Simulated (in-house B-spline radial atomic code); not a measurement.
Relativistic effects in Cu+, [Ar] 3d10: non-relativistic Hartree-Fock (point nucleus) against Dirac-Hartree-Fock (Fermi nucleus of rms radius 3.8823 fm), both averages of the configuration, computed with a radial B-spline atomic code at the basis-set limit.

```
orbital  ε NR (Eh)  ε Dirac (Eh)  <r> NR (bohr)  <r> Dirac (bohr)  change of <r> (%)
  1s1/2    -329.11       -332.97        0.05288            0.0521               -1.5
  2s1/2    -41.128       -41.984         0.2375            0.2339               -1.5
  2p1/2    -35.929       -36.634         0.2075            0.2039               -1.7
  2p3/2    -35.929             ?         0.2075                 ?                  ?
  3s1/2    -5.3252       -5.4733         0.7235            0.7135               -1.4
  3p1/2    -3.6419       -3.7519         0.7577            0.7464               -1.5
  3p3/2    -3.6419             ?         0.7577                 ?                  ?
  3d3/2   -0.81014      -0.81075         0.9776             0.977               -0.1
  3d5/2   -0.81014      -0.79752         0.9776            0.9867               +0.9
```

(1) What happens to 2p3/2?

(2) What happens to 3p3/2?

(3) What explains the pattern of contraction and expansion?

(4) By how much does the total energy change?

## Answers

(1) Its energy goes to -35.87 hartree and <r> to 0.2072 bohr (-0.18 %).

(2) Its energy goes to -3.6499 hartree and <r> to 0.7565 bohr (-0.16 %).

(3) Expansion is seen in 3d5/2. The s and p1/2 orbitals contract directly, screen the nucleus better, and so push out orbitals that have little density near the nucleus; spin-orbit coupling adds to this for j = l + 1/2 and opposes it for j = l - 1/2.

(4) By -14.486 hartree, from -1638.728 to -1653.214.
